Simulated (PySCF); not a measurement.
InBr₂, SMILES [Br][In+][Br], charge +1. Atoms are numbered in the order given.

```xyz
3

In     0.0000     0.0000     0.0000
Br     0.0000     0.0000    -2.3957
Br     0.0000     0.0000     2.3957
```
Charge +1, spin multiplicity 1.

Coordinates come from a B3LYP-D3(BJ)/def2-SVP optimisation. The spin state was assumed, not searched. The isomer is the one that the SMILES or the coordinates give; other isomers of the formula were not compared. The def2 effective core potentials stand for the cores of In; spin–orbit coupling is left out.

Computed with r2SCAN/def2-TZVPD (PySCF).

Isolated molecule, no solvent.

Problem. Estimate the frontier levels, gap, dipole moment and polarisability. (The exact figures need the calculation; the answer reports its results.)

Solution. 
| Item | Result |
|---|---|
| highest occupied level | -13.18 eV |
| lowest empty level | -9.86 eV |
| orbital gap | 3.33 eV |
| dipole moment about the centre of nuclear charge | 0.00 D |
| mean static polarisability | 72.9 bohr³ (10.81 Å³) |
| polarisability, principal values | 49.3, 49.3, 120.1 bohr³ |
